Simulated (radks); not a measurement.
Initial-state core-level shifts of the ytterbium ion Yb2+ when its valence configuration changes from [Xe] 4f14. All-electron calculation, Dirac Kohn-Sham, BLYP, spin-unpolarised, spherical densities, finite nucleus; open shells fill j = l - 1/2 first; Fermi nuclear charge, rms radius 5.3108 fm. Program: a radial shooting solver on a logarithmic mesh with Libxc functionals. Shifts are changes of the shell-averaged eigenvalues in eV (positive: less bound); the change of the density at the nucleus, which sets a Mossbauer isomer shift, is in e/bohr^3, on a base of 1.027e+06.

4f13 6s1: 2s -9.679; 3s -10.395; 3d -10.316; 5p -5.796; density at nucleus +113.5
4f13 6p1: 2s -10.815; 3s -11.523; 3d -11.446; 5p -6.898; density at nucleus +47.0
4f13 5d1: 2s -7.019; 3s -7.801; 3d -7.708; 5p -3.302; density at nucleus +38.5
4f12.5 5d0.5 6p1: 2s -14.833; 3s -16.018; 3d -15.885; 5p -8.604; density at nucleus +70.2
4f12 5d1 6s1: 2s -17.973; 3s -19.686; 3d -19.491; 5p -9.237; density at nucleus +166.4
4f11.5 5d1.5 6p1: 2s -23.528; 3s -25.813; 3d -25.552; 5p -11.984; density at nucleus +121.9
4f11.5 5d0.5 6p2: 2s -27.866; 3s -30.067; 3d -29.826; 5p -15.822; density at nucleus +135.2
4f12 6s2: 2s -21.152; 3s -22.782; 3d -22.606; 5p -12.037; density at nucleus +260.5
4f12 6s1 6p1: 2s -22.256; 3s -23.882; 3d -23.707; 5p -13.087; density at nucleus +186.0
